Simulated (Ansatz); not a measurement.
`C=CC[SiH](F)Cl` + `[NH2][GeH2][Cl]` → `F[SiH](Cl)[NH][GeH2][Cl]` + `C=CC`  (ligand exchange at the Si–C bond)

Calculated with Ansatz (gas phase, PBE0-D4/def2-TZVP geometries, no zero-point term in ΔE). CCSD(T)/CBS adds triple-zeta CCSD(T) − MP2 to the extrapolated MP2 energy (def2 sets, frozen cores). DFT in def2-TZVPP. For Ge outer-core shells are correlated without core-valence functions, which leaves a few kJ/mol of doubt a bond. Scalar relativity is left out up to krypton. Each species was taken in one conformer, which may not be the lowest.

`C=CC[SiH](F)Cl`:

Cartesian coordinates in Å:
```
C 0.231 1.553 -1.322
C 0.731 0.520 -0.657
C 0.003 -0.753 -0.380
Si -0.601 -0.809 1.377
F -1.332 -2.201 1.642
Cl 0.978 -0.683 2.670
H 0.805 2.461 -1.464
H -0.764 1.525 -1.755
H 1.732 0.596 -0.239
H 0.643 -1.627 -0.545
H -0.874 -0.856 -1.028
H -1.551 0.274 1.700
```

`[NH2][GeH2][Cl]`:

```xyz
7

N    -0.844    0.787   -0.315
Ge    0.635   -0.227   -0.021
Cl    0.249   -1.923    1.287
H    -1.220    1.242    0.506
H    -1.593    0.317   -0.804
H     1.679    0.627    0.701
H     1.093   -0.824   -1.353
```

`F[SiH](Cl)[NH][GeH2][Cl]`:

Z-matrix (Å, degrees):
```
Si
Cl 1 2.038
N 1 1.695 2 108.8
F 1 1.591 2 106.1 3 120.9
H 1 1.472 2 111.2 3 -123.5
Ge 3 1.831 1 129.6 2 22.3
H 3 1.010 1 116.1 2 -152.3
Cl 6 2.155 3 109.4 1 -89.7
H 6 1.531 3 108.1 1 154.8
H 6 1.526 3 109.6 1 28.0
```

`C=CC`:

```xyz
9

C     0.088   -0.832    1.104
C     0.520   -0.010    0.158
C    -0.334    0.614   -0.890
H    -0.958   -1.112    1.176
H     0.762   -1.254    1.841
H     1.579    0.241    0.127
H    -0.287    1.706   -0.836
H     0.008    0.336   -1.892
H    -1.378    0.310   -0.788
```

```tsv
level	ΔE (kJ/mol)
PBE0-D4	-65.3
PBE0	-63.3
```

Q: What does CCSD(T)/CBS give? (Best estimate.)

A: The calculation gave: -71.8 kJ/mol. The listed levels differ from it by 6.5, 8.5 kJ/mol.

Largest T1 diagnostic among the species: 0.011.

From PBE to PBE0 (25 % exact exchange), in def2-TZVPP and without D4, ΔE moves by −5.0 kJ/mol. The D4 term adds −3.7 kJ/mol with B3LYP and −2.0 kJ/mol with PBE0; it sums over pairs of atoms, weighted by their polarisabilities, and B3LYP, whose exchange is more repulsive, gets the larger term. In def2-TZVPP, CCSD(T) changes the Hartree–Fock value by +8.0 kJ/mol (the triples alone add +1.3 kJ/mol) and MP2 by +7.9 kJ/mol.

B3LYP here is the variant with VWN-RPA as its local correlation; programs differ in this.
